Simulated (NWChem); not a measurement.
A series in which one site is exchanged, each optimised at PBE0/def2-SVP with NWChem, gas phase unless a solvent is named. Some are not confirmed as minima by frequencies. def2 effective core potentials on Sr, Cd, Te, Ba; no spin-orbit coupling.

A: [Cl][Sr][F] (SrClF; site = Sr)
B: [F][Cd][Cl] (CdClF; site = Cd)
C: Cl[Te]F (TeClF; site = Te)
D: [F][Ba][Cl] (BaClF; site = Ba)

Values for A:

- dipole (D), PBE0/def2-SVP = 5.47
- orbital gap (eV), PBE0/def2-SVP = 5.46
- vertical ionisation energy, ΔSCF, PBE/def2-SVP (eV) = 9.65
- vertical ionisation energy, ΔSCF, PBE0/def2-SVP (eV) = 10.05
- static polarisability, PBE0/def2-SVPD (bohr³) = 42.6

Problem. How do these values change for the other members?

Solution. 
```
change from A                                             B      C      D
----------------------------------------------------  -----  -----  -----
dipole (D), PBE0/def2-SVP                             -5.14  -2.79  +2.02
orbital gap (eV), PBE0/def2-SVP                       +1.27  -1.53  -0.15
vertical ionisation energy, ΔSCF, PBE/def2-SVP (eV)   +1.32  -0.97  -0.42
vertical ionisation energy, ΔSCF, PBE0/def2-SVP (eV)  +1.42  -1.04  -0.47
static polarisability, PBE0/def2-SVPD (bohr³)          -2.1  +11.3   +7.7
```
